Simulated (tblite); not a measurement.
Compound: C4H11BF3N.
Numbering: `[CH3:1][CH2:2][BH2-:3][NH2+:4][CH2:5][C:6]([F:7])([F:8])[F:9]` (hydrogens: H10, H11, H12 on C1; H13, H14 on C2; H15, H16 on B3; H17, H18 on N4; H19, H20 on C5)

Computed with GFN2-xTB (tblite), gas phase: L-BFGS steps from a force-field or distance-geometry start until the largest atomic force falls under 0.01 eV/Å.

Step 179: E = -885.1559 eV
```
atom  x, y, z in Å  |  force x, y, z in eV/Å
C1      2.0337    0.9833   -0.0120   -0.015   0.010   0.007
C2      1.9621   -0.5164    0.2867   -0.024   0.007  -0.017
B3      0.7989   -1.3514   -0.4802   -0.019  -0.012  -0.014
N4     -0.6664   -0.7619    0.1125    0.018   0.001  -0.024
C5     -1.3110    0.2265   -0.7323   -0.003   0.006  -0.013
C6     -2.5596    0.7963   -0.0615   -0.006  -0.009  -0.005
F7     -3.0872    1.8226   -0.7282    0.008  -0.001  -0.040
F8     -3.5191   -0.1350    0.0617   -0.014  -0.011   0.020
F9     -2.2906    1.2258    1.1820    0.005   0.016   0.022
H10     2.9148    1.4279    0.4489    0.021   0.023  -0.008
H11     1.1667    1.5192    0.3781   -0.013  -0.010   0.014
H12     2.0916    1.1571   -1.0845    0.002  -0.008  -0.012
H13     2.9258   -0.9500    0.0125   -0.003  -0.008   0.014
H14     1.8804   -0.6381    1.3731    0.017  -0.025   0.002
H15     0.7638   -1.1801   -1.6560   -0.005   0.010   0.014
H16     0.7954   -2.5021   -0.1748    0.002   0.012   0.001
H17    -0.4145   -0.3654    1.0151   -0.002   0.004   0.014
H18    -1.2753   -1.5603    0.2652    0.001  -0.026   0.001
H19    -0.6134    1.0417   -0.9361    0.021   0.019   0.012
H20    -1.6013   -0.2289   -1.6828    0.008   0.000   0.013
```

Step 180: E = -885.1565 eV
```
atom  x, y, z in Å  |  force x, y, z in eV/Å
C1      2.0304    0.9817    0.0004   -0.020  -0.005   0.012
C2      1.9651   -0.5206    0.2884   -0.045  -0.005  -0.036
B3      0.8008   -1.3501   -0.4845   -0.021  -0.003  -0.012
N4     -0.6643   -0.7578    0.1100    0.039  -0.011  -0.013
C5     -1.3163    0.2213   -0.7393    0.003  -0.004  -0.014
C6     -2.5576    0.7997   -0.0626    0.003  -0.008   0.004
F7     -3.0978    1.8101   -0.7430   -0.006  -0.004  -0.043
F8     -3.5111   -0.1335    0.0942    0.000   0.013   0.020
F9     -2.2714    1.2576    1.1672   -0.005   0.000   0.014
H10     2.9084    1.4271    0.4661    0.023   0.025  -0.009
H11     1.1599    1.5093    0.3929   -0.023   0.003   0.019
H12     2.0882    1.1638   -1.0708    0.006  -0.011  -0.007
H13     2.9291   -0.9479    0.0065    0.007  -0.019   0.017
H14     1.8864   -0.6531    1.3737    0.021  -0.016  -0.002
H15     0.7663   -1.1682   -1.6581    0.000   0.010  -0.004
H16     0.7912   -2.5043   -0.1912    0.011   0.029   0.011
H17    -0.4078   -0.3543    1.0081   -0.006   0.008   0.014
H18    -1.2691   -1.5573    0.2710   -0.008  -0.031   0.011
H19    -0.6206    1.0331   -0.9605    0.026   0.029   0.017
H20    -1.6150   -0.2459   -1.6811   -0.003   0.001   0.002
```

Q: Estimate the geometry and energy of step 181. (The exact step hangs on the optimiser's Hessian estimate; all steps are aligned on step 180, rigid shifts and turns removed.)

A: E = -885.1571 eV, largest force 0.051 eV/Å
```
atom  x, y, z in Å  |  force x, y, z in eV/Å
C1      2.0227    0.9811    0.0133   -0.017  -0.025   0.014
C2      1.9673   -0.5249    0.2881   -0.038  -0.009  -0.033
B3      0.8015   -1.3505   -0.4880   -0.020   0.014  -0.003
N4     -0.6615   -0.7550    0.1091    0.031  -0.025   0.019
C5     -1.3193    0.2155   -0.7460    0.023  -0.015  -0.012
C6     -2.5534    0.8036   -0.0654    0.016   0.002   0.001
F7     -3.1016    1.8010   -0.7582   -0.020  -0.009  -0.040
F8     -3.5027   -0.1284    0.1201   -0.005   0.022   0.019
F9     -2.2525    1.2852    1.1520   -0.011  -0.005   0.016
H10     2.9006    1.4277    0.4791    0.011   0.019  -0.014
H11     1.1506    1.4993    0.4148   -0.019   0.007   0.014
H12     2.0746    1.1728   -1.0570    0.005  -0.013   0.011
H13     2.9318   -0.9443   -0.0044    0.001  -0.018   0.020
H14     1.8963   -0.6694    1.3729    0.018  -0.006  -0.023
H15     0.7668   -1.1590   -1.6592    0.004   0.006  -0.028
H16     0.7881   -2.5072   -0.2047    0.016   0.037   0.020
H17    -0.4006   -0.3428    1.0026   -0.015  -0.005  -0.009
H18    -1.2644   -1.5547    0.2799    0.007  -0.005   0.012
H19    -0.6243    1.0242   -0.9822    0.021   0.019   0.020
H20    -1.6255   -0.2635   -1.6791   -0.008   0.008  -0.004
```

The energy changes by -0.0005 eV. The first-order estimate −F·Δx gives -0.0008 eV and the mean of the old and new forces, exact on a quadratic surface, -0.0005 eV. The step makes an angle of 86° with the force vector and moves no atom by more than 0.037 Å.

What follows is the cost of the whole relaxation. Time: 1.3 s. Hardware: one thread of an Intel Xeon Platinum 8488C, no GPU, on a shared host.
